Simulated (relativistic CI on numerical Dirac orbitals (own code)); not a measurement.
## V4+: 3s photoemission

Computed with this model: Dirac-Coulomb-Breit CI, orbitals from a KLI potential per configuration, model QED, valence Slater integrals scaled by 0.8, multiplet model of photoemission in the sudden approximation; configurations [Ar] 3d → [Ne] 3s 3p6 3d; 300 K; Lorentzian 1.5 eV and Gaussian 0.6 eV FWHM. Energies are those of the free ion, without screening or charge transfer. The energies are binding energies and can lie tens of eV above those of solids. Without intra-shell correlation the exchange splitting of an s hole comes out too large, often by half or more. S is read from ⟨S²⟩ = S(S + 1).

free ion: ground-state S = 0.50, centroid 139.70 eV. Peaks (eV, height): 138.8 (100), 142.6 (36).

Strongest unbroadened transitions for free ion:

```tsv
Energy (eV)	Relative strength
138.72	3.7
138.76	98.1
138.77	13.5
138.79	100.0
142.49	5.9
142.57	63.6
```
